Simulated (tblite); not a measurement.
gold atom (Au), doublet (GFN-xTB shapes and energies of metal compounds can be far from the true ones); GFN1-xTB with ALPB(water) run with tblite 0.6.0.

The tblite input:
```
$ tblite run mol.xyz --method gfn1 --charge 0 --spin 1 --alpb water --json tblite.json --no-restart

# file mol.xyz
1

Au     0.00000000     0.00000000     0.00000000
```

Output, abridged:

```
xTB calculator
 | screened Coulomb repulsion
 | Coulomb electrostatics
 |  * isotropic Klopman-Ohno-Mataga-Nishimoto electrostatics
 |  * onsite third-order electrostatics
 | DFT-D3(BJ) dispersion correction
 | Interactions (3)
 | [1] alpb/gbsa reaction field model
 | [2] cds contribution to solvation
 | [3] empirical free energy shift and standard state/solvent correction

halogen bonding energy    0.0000000000000E+00 Eh
repulsion energy          0.0000000000000E+00 Eh
dispersion energy         0.0000000000000E+00 Eh
interaction energy       -2.6717738143570E-03 Eh
number of electrons       1.1000000000000E+01 e
integral cutoff           2.9451784168471E+01 bohr

------------------------------------------------------------
  cycle        total energy    energy error   density error
------------------------------------------------------------
      1     -3.904594416221  -3.9019226E+00   8.1649658E-01
      2     -3.904594416221   0.0000000E+00   4.8989795E-01
      3     -3.904594416221   8.8817842E-16   2.9390938E-05
      4     -3.904594416221   0.0000000E+00   4.5688701E-14
------------------------------------------------------------

electronic energy        -3.9019226424066E+00 Eh
total energy             -3.9045944162209E+00 Eh

Post processing:
 | Mayer-Wiberg bond orders

[Info] JSON dump of results written to 'tblite.json'
```
